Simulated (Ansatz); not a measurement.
System: C₂H₈ClSi₂ (charge 0, doublet). It need not be the lowest isomer of its formula. 
Structure (B3LYP-D3(BJ)/def2-TZVP (Ansatz, an electronic-structure program) minimum search):
SMILES: C[SiH](C)[SiH]Cl
```xyz
13

C     -0.0735    -2.3090     0.4357
Si     0.6812    -0.9812    -0.6612
C      2.3147    -0.3750     0.0351
Si    -0.7712     0.8595    -0.8248
Cl    -1.0706     1.6026     1.1084
H      0.6142    -3.1518     0.5418
H     -0.2794    -1.9086     1.4299
H     -1.0099    -2.6834     0.0199
H      0.8676    -1.5032    -2.0412
H      2.7778     0.3610    -0.6236
H      2.1630     0.0920     1.0101
H      3.0116    -1.2064     0.1615
H     -2.1304     0.5641    -1.3610
```
Charge 0, spin multiplicity 2.

Total electronic energies in hartree. Valence correlation only, unless marked. UHF or UKS for open shells. Spin-orbit coupling is left out. Non-relativistic. Basis-set limits of correlation are two-point, X^-3; Hartree-Fock from the larger set. The bracket is a focal-point correction in the basis named.

```csv
level,program,energy (Eh)
HF/6-31G*,Ansatz,-1117.74056
HF/cc-pV(T+d)Z,Ansatz,-1117.87956
PBE-D3(BJ)/def2-TZVPD,Ansatz + dftd3,-1119.70850
PBE-D4/def2-TZVPD,Ansatz + dftd4,-1119.70829
B3LYP/def2-TZVPD,Ansatz,-1120.36505
PBE0/def2-QZVPP,Ansatz,___
B2PLYP/def2-TZVPD,Ansatz,-1119.84076
MP2/6-31G*,Ansatz,-1118.27711
MP2/cc-pwCVTZ,Ansatz,-1118.66050
"RI-MP2/CBS(cc-pV(T+d)Z,cc-pV(Q+d)Z)",Ansatz,-1118.7656
SCS-MP2/cc-pV(T+d)Z,Ansatz,-1118.65812
CCSD/6-31G,Ansatz,-1117.98292
CCSD(T) with core electrons (1s frozen past Ne)/cc-pwCVTZ,Ansatz,-1119.65456
"RI-MP2/CBS(cc-pV(T+d)Z,cc-pV(Q+d)Z)+[CCSD(T)-MP2]/cc-pV(Q+d)Z",Ansatz,-1118.8682
"CCSD(T)/CBS(cc-pV(T+d)Z,cc-pV(Q+d)Z)",Ansatz,-1118.8657
```

**Question.** Some entries are withheld; supply them.

**Answer.** 
- PBE0/def2-QZVPP, energy (Eh): -1119.84726
